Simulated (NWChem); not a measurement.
System: C₄H₃S, doublet; SMILES [c]1ccsc1

Input file for NWChem:

```
start job
memory heap 200 mb stack 900 mb global 1100 mb
geometry units angstroms noautosym nocenter noautoz
  C      0.881084    -1.180582     0.000000
  C      1.303441     0.099750     0.000000
  S     -0.112718     1.143225     0.000000
  C     -1.190420    -0.221956     0.000000
  C     -0.517187    -1.416500     0.000000
  H      2.297769     0.522535     0.000000
  H     -2.260708    -0.059570     0.000000
  H     -0.992491    -2.389913     0.000000
end
basis spherical
  C library 6-31g*
  S library 6-31g*
  H library 6-31g*
end
dft
  odft
  mult 2
  xc pbe0
  iterations 150
end
cosmo
  do_cosmo_smd true
  solvent acetone
end
task dft energy
```

Parts of the log:

```
             Northwest Computational Chemistry Package (NWChem) 7.3.0
             --------------------------------------------------------

                             Geometry "geometry" -> ""
                             -------------------------

 Output coordinates in angstroms (scale by  1.889725989 to convert to a.u.)

  No.       Tag          Charge          X              Y              Z
 ---- ---------------- ---------- -------------- -------------- --------------
    1 C                    6.0000     0.88108400    -1.18058200     0.00000000
    2 C                    6.0000     1.30344100     0.09975000     0.00000000
    3 S                   16.0000    -0.11271800     1.14322500     0.00000000
    4 C                    6.0000    -1.19042000    -0.22195600     0.00000000
    5 C                    6.0000    -0.51718700    -1.41650000     0.00000000
    6 H                    1.0000     2.29776900     0.52253500     0.00000000
    7 H                    1.0000    -2.26070800    -0.05957000     0.00000000
    8 H                    1.0000    -0.99249100    -2.38991300     0.00000000

 Effective nuclear repulsion energy (a.u.)     191.9656544381

                                 NWChem DFT Module
                                 -----------------

 Summary of "ao basis" -> "ao basis" (spherical)
 ------------------------------------------------------------------------------
       Tag                 Description            Shells   Functions and Types
 ---------------- ------------------------------  ------  ---------------------
 C                           6-31g*                  6       14   3s2p1d
 S                           6-31g*                  8       18   4s3p1d
 H                           6-31g*                  2        2   2s

 in cosmo_initialize ...
 calling solv_data for solv:acetone

 solvent parameters
 solvname_short: acetone
 solvname_long:  acetone
 dielec:       20.4930
 dielecinf:     1.8463
 nonaqueous SMD model solvent descriptors
 dielec:       20.4930
 sola:          0.0400
 solb:          0.4900
 solc:          0.0000
 solg:         33.7700
 solh:          0.0000
 soln:          1.3588

          ---------------
          -cosmo- solvent
          ---------------
 Cosmo: York-Karplus, doi: 10.1021/jp992097l
 dielectric constant -eps-     =  20.49
 screen = (eps-1)/(eps    )    =   0.95120
 surface charge correction     = lagrangian

   van der Waals surface
 --------------------------

[...]

                                COSMO-SMD solvation results
                                ---------------------------

             internal energy in gas <Psi(g)|H|Psi(g)> =      -551.970771552337
         internal energy in solvent <Psi(s)|H|Psi(s)> =      -551.969975725260
                               delta internal energy  =         0.000795827078 (    0.50 kcal/mol)
   total free energy in solvent <Psi(s)|H+V/2|Psi(s)> =      -551.976652613373
 polarization energy contribution <Psi(s)|V/2|Psi(s)> =        -0.006676888113 (   -4.19 kcal/mol)
    total free energy in solvent including G(SMD-CDS) =      -551.977811938648
                       G(SMD-CDS) energy contribution =        -0.001159325276 (   -0.73 kcal/mol)
     1 M fixed-concentration free energy of solvation =        -0.007040386311 (   -4.42 kcal/mol)

                    DFT Final Alpha Molecular Orbital Analysis
                    ------------------------------------------

 Vector   20  Occ=1.000000D+00  E=-2.777200D-01
              MO Center=  7.4D-01, -8.4D-01,  5.6D-09, r^2= 2.6D+00
   Bfn.  Coefficient  Atom+Function         Bfn.  Coefficient  Atom+Function
  ----- ------------  ---------------      ----- ------------  ---------------
     4      0.394700  1 C  py                 3     -0.343373  1 C  px
     8      0.296393  1 C  py                 7     -0.268338  1 C  px
    36      0.260228  3 S  py                 6     -0.236400  1 C  s
    35     -0.211777  3 S  px                63      0.144906  5 C  px
    40      0.142032  3 S  py                18     -0.138211  2 C  py

 Vector   21  Occ=1.000000D+00  E=-2.741788D-01
              MO Center=  9.3D-02,  9.2D-02, -1.1D-08, r^2= 2.9D+00
   Bfn.  Coefficient  Atom+Function         Bfn.  Coefficient  Atom+Function
  ----- ------------  ---------------      ----- ------------  ---------------
    37      0.550956  3 S  pz                 5     -0.317361  1 C  pz
    41      0.315687  3 S  pz                 9     -0.225254  1 C  pz
    65     -0.226030  5 C  pz                33     -0.206461  3 S  pz
    69     -0.174175  5 C  pz                19     -0.069499  2 C  pz
    51      0.050653  4 C  pz                55      0.049758  4 C  pz

 Vector   22  Occ=1.000000D+00  E=-2.558728D-01
              MO Center= -1.5D-02, -3.8D-01, -1.6D-10, r^2= 2.7D+00
   Bfn.  Coefficient  Atom+Function         Bfn.  Coefficient  Atom+Function
  ----- ------------  ---------------      ----- ------------  ---------------
    51     -0.358872  4 C  pz                19      0.339537  2 C  pz
    55     -0.294195  4 C  pz                23      0.280391  2 C  pz
    65     -0.260259  5 C  pz                69     -0.186902  5 C  pz
     5      0.177540  1 C  pz                 9      0.115436  1 C  pz
    37      0.098550  3 S  pz                41      0.061199  3 S  pz

 Vector   23  Occ=0.000000D+00  E=-1.337821D-02
              MO Center=  2.2D-02, -9.7D-02, -3.6D-10, r^2= 3.2D+00
   Bfn.  Coefficient  Atom+Function         Bfn.  Coefficient  Atom+Function
  ----- ------------  ---------------      ----- ------------  ---------------
    55      0.491212  4 C  pz                23      0.473022  2 C  pz
    41     -0.367449  3 S  pz                51      0.359222  4 C  pz
    19      0.350014  2 C  pz                37     -0.333517  3 S  pz
    69     -0.286434  5 C  pz                 9     -0.238118  1 C  pz
    65     -0.213715  5 C  pz                 5     -0.190500  1 C  pz

[...]
```

Level: PBE0/6-31G* (spherical d), spin-unrestricted, SMD on the gas-phase geometry. In the optimisation the excess spin sits in a' (Cs, its own frame). All runs use the structure optimised with B3LYP/6-31G* (spherical d), spin-unrestricted. No stability test was run on the SCF state. Solvent: acetone.
